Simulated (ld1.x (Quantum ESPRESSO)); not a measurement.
# Logarithmic derivatives: Pd (Z = 46), ultrasoft

| Property | Result |
| --- | --- |
| Element | palladium (Pd) |
| Generator | ld1.x (Quantum ESPRESSO) 7.5 |
| Type | ultrasoft |
| Functional | LDA (PZ) |
| Relativity | scalar-relativistic |
| Frozen core | [Ar] 3d10 |
| Valence charge | 18 |
| Reference configuration | 4s2 4p6 4d9 5s1 5p0 |
| Partial waves | 4s (bound): rcut 1.25, rcutus 1.50 bohr; 5s (bound): rcut 1.25, rcutus 1.50 bohr; 4p (bound): rcut 1.40, rcutus 1.55 bohr; 5p (bound, empty): rcut 1.40, rcutus 1.55 bohr; 4d (bound): rcut 1.30, rcutus 1.35 bohr; 4d channel at -0.05 Ry: rcut 1.30, rcutus 1.35 bohr |
| Local potential | all-electron potential smoothed inside 1.05 bohr (lloc = -2) |
| Core correction | none |
| Augmentation charge | built from norm-conserving waves at rcut, not smoothed further |

The phase is arctan(r·u′/u) with u = r·R(r), unwrapped; energies in Ry, scanned from -9 to 5 Ry. A pole is an energy at which the radial function vanishes at the test radius. The pseudo phase is shifted by a multiple of π to meet the all-electron one at the reference energy, and phase errors are pseudo minus all-electron; the curves can meet again beyond the range given. Levels narrower than the energy grid can be missing from the lists of poles.

Problem. For each channel, where are the poles, and over which energies does the pseudopotential scatter like the atom?

Solution.

| channel | radius (bohr) | reference energy (Ry) | poles, all-electron | poles, pseudo | unbroken range about the reference energy with phases within 0.05 rad | phase error 1 Ry above the reference energy (rad) |
| --- | --- | --- | --- | --- | --- | --- |
| s | 1.70 | -0.34 | -5.97 | -6.15, -4.86 | not even at the reference energy | +0.267 |
| p | 1.70 | -0.07 | -3.12 | -3.20, -0.99 | not even at the reference energy | +0.156 |
| d | 1.70 | -0.51 | 1.44 | 1.37 | not even at the reference energy | -0.017 |

A Bessel basis up to 400 Ry misses an occupied level by 1.67 Ry, so cutoffs and ghosts were not judged. The potential misses its own reference levels by up to 1.0 eV.

Phases in the p channel:

```csv
E (Ry),all-electron,pseudo
-9.00,1.330,4.476
-8.52,1.317,4.463
-8.04,1.301,4.448
-7.56,1.282,4.428
-7.08,1.256,4.402
-6.60,1.221,4.366
-6.12,1.166,4.309
-5.64,1.071,4.205
-5.16,0.855,3.959
-4.68,0.142,3.110
-4.20,-1.020,2.035
-3.72,-1.405,1.710
-3.24,-1.547,1.578
-2.76,-1.623,1.499
-2.28,-1.673,1.425
-1.80,-1.710,1.258
-1.32,-1.742,-1.346
-0.84,-1.772,-1.606
-0.36,-1.801,-1.664
0.12,-1.832,-1.697
0.60,-1.866,-1.721
1.08,-1.905,-1.742
1.56,-1.951,-1.762
2.04,-2.009,-1.780
2.52,-2.085,-1.799
3.00,-2.189,-1.818
3.48,-2.338,-1.839
3.96,-2.561,-1.861
4.44,-2.887,-1.887
4.92,-3.297,-1.915
```
